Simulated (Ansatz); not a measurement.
Z-matrix (Å, degrees):
```
Si
Ge 1 2.356
H 1 1.486 2 110.9
H 1 1.487 2 111.7 3 -121.5
H 1 1.487 2 107.3 3 119.2
C 2 2.021 1 114.0 3 -158.4
Si 2 2.305 1 121.4 3 -101.1
H 2 1.533 1 118.6 3 65.9
H 6 1.087 2 115.1 1 -134.6
H 6 1.087 2 115.6 1 -1.6
H 7 1.482 2 120.9 1 159.4
H 7 1.482 2 120.5 1 7.6
```

Total charge 0; spin multiplicity 1.

Problem. List the r2SCAN/def2-TZVPP orbital energies in eV (the Gaussian-basis code of Ansatz). (An estimate is asked.)

Solution. Computed: Occupied: -10833.88, -1791.13, -1791.06, -1349.01, -1199.06, -1199.06, -1199.05, -272.97, -167.17, -141.61, -141.53, -116.88, -116.84, -116.84, -96.48, -96.45, -96.45, -96.40, -96.37, -96.37, -30.17, -30.15, -30.12, -30.08, -30.06, -18.25, -14.37, -13.34, -12.25, -10.81, -9.72, -8.98, -8.98, -8.81, -7.82, -6.73, -5.80. Lowest empty: -1.06, -0.50, -0.33, -0.08, 0.61, 1.11, 1.16, 1.29.
